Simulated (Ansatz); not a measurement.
ClHInO (`[O][InH][Cl]`) radical. The species carries charge 0 and has multiplicity 2. Correlated methods include outer-core shells of In, which these sets cover unevenly. In: def2 effective core potential.

| atom | x (Å) | y (Å) | z (Å) |
| --- | --- | --- | --- |
| O1 | -0.770 | 1.419 | 1.090 |
| In2 | -0.182 | -0.083 | -0.083 |
| Cl3 | 2.128 | -0.236 | -0.012 |
| H4 | -1.177 | -1.100 | -0.996 |

Q: Give the diagnostics of a CCSD(T)/def2-TZVPP run (frozen core, Ansatz 0.2.0). (Best estimate.)

A: Ansatz gave: T1 = 0.0168, largest single amplitude 0.045, largest double 0.028, (T) share of the correlation energy 3.4 %, 13 CCSD cycles. ⟨S²⟩ of the UHF reference is 0.762 against 0.75 for a pure state. T1 lies under the customary mark of 0.045 for open shells.
